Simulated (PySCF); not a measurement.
F₂GeH₃NO, SMILES [NH2][Ge]([OH])([F])[F].

The structure is a stationary point at PBE-D3(BJ)/def2-SVP. The structure was generated by enumeration, and PubChem lists no compound with its InChIKey, so it may never have been made. One conformer was computed; it need not be the lowest.

All values below come from PBE-D3(BJ)/def2-SVP (PySCF).

Frequencies are harmonic and unscaled.

```json
[
 {"mode": "1", "ν (cm⁻¹)": "106", "IR (km/mol)": "19.8", "moving atoms (share of kinetic energy)": "H 71 %, F 16 %, O 9 %"},
 {"mode": "2", "ν (cm⁻¹)": "162", "IR (km/mol)": "20.9", "moving atoms (share of kinetic energy)": "F 42 %, H 32 %, O 13 %, N 12 %"},
 {"mode": "3", "ν (cm⁻¹)": "208", "IR (km/mol)": "29.7", "moving atoms (share of kinetic energy)": "H 43 %, F 24 %, O 15 %, N 14 %"},
 {"mode": "4", "ν (cm⁻¹)": "236", "IR (km/mol)": "23.0", "moving atoms (share of kinetic energy)": "N 30 %, F 20 %, H 19 %, Ge 18 %, O 13 %"},
 {"mode": "5", "ν (cm⁻¹)": "248", "IR (km/mol)": "18.5", "moving atoms (share of kinetic energy)": "F 43 %, Ge 24 %, O 15 %, N 11 %"},
 {"mode": "6", "ν (cm⁻¹)": "254", "IR (km/mol)": "41.3", "moving atoms (share of kinetic energy)": "F 52 %, Ge 22 %, O 14 %"},
 {"mode": "7", "ν (cm⁻¹)": "286", "IR (km/mol)": "68.2", "moving atoms (share of kinetic energy)": "H 54 %, O 26 %, F 15 %"},
 {"mode": "8", "ν (cm⁻¹)": "489", "IR (km/mol)": "163.9", "moving atoms (share of kinetic energy)": "H 66 %, N 32 %"},
 {"mode": "9", "ν (cm⁻¹)": "663", "IR (km/mol)": "28.8", "moving atoms (share of kinetic energy)": "F 61 %, O 18 %, N 13 %"},
 {"mode": "10", "ν (cm⁻¹)": "706", "IR (km/mol)": "75.2", "moving atoms (share of kinetic energy)": "F 67 %, Ge 23 %"},
 {"mode": "11", "ν (cm⁻¹)": "734", "IR (km/mol)": "75.0", "moving atoms (share of kinetic energy)": "F 31 %, O 30 %, Ge 23 %, N 11 %"},
 {"mode": "12", "ν (cm⁻¹)": "751", "IR (km/mol)": "85.0", "moving atoms (share of kinetic energy)": "N 37 %, O 27 %, Ge 22 %, H 13 %"},
 {"mode": "13", "ν (cm⁻¹)": "878", "IR (km/mol)": "9.3", "moving atoms (share of kinetic energy)": "H 85 %, N 10 %"},
 {"mode": "14", "ν (cm⁻¹)": "920", "IR (km/mol)": "97.7", "moving atoms (share of kinetic energy)": "H 89 %"},
 {"mode": "15", "ν (cm⁻¹)": "1486", "IR (km/mol)": "27.7", "moving atoms (share of kinetic energy)": "H 91 %, N 9 %"},
 {"mode": "16", "ν (cm⁻¹)": "3465", "IR (km/mol)": "31.3", "moving atoms (share of kinetic energy)": "H 96 %"},
 {"mode": "17", "ν (cm⁻¹)": "3568", "IR (km/mol)": "36.9", "moving atoms (share of kinetic energy)": "H 91 %, N 9 %"},
 {"mode": "18", "ν (cm⁻¹)": "3724", "IR (km/mol)": "85.9", "moving atoms (share of kinetic energy)": "H 94 %"}
]
```
